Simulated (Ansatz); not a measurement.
Reaction (formal exchange of groups at a Ge–C bond): `[GeH3]/[CH]=C\Br` + `CB(N)F` → `NB(F)[CH2][GeH3]` + `C=CBr`

Computed with Ansatz on PBE0-D4/def2-TZVP structures; ΔE is electronic, products minus reactants. CBS: MP2 limit from def2 TZ/QZ plus the TZ coupled-cluster correction, frozen cores. For Br, Ge outer-core shells are correlated without core-valence functions, which leaves a few kJ/mol of doubt a bond. Scalar relativity is left out up to krypton. One conformer a species, not always the lowest.

```tsv
species	CCSD(T)/CBS(def2) energy (Eh)
`[GeH3]/[CH]=C\Br`	-4728.50753
`CB(N)F`	-220.47660
`NB(F)[CH2][GeH3]`	-2297.78646
`C=CBr`	-2651.19815
```

Question: Work out ΔE.

Answer: ΔE = (-2297.78646) + (-2651.19815) − (-4728.50753) − (-220.47660) = -0.00048 Eh = -1.3 kJ/mol.

Largest T1 diagnostic among the species: 0.011.

In def2-TZVPP, CCSD(T) changes the Hartree–Fock value by +4.3 kJ/mol (the triples alone add +1.2 kJ/mol) and MP2 by +6.2 kJ/mol.
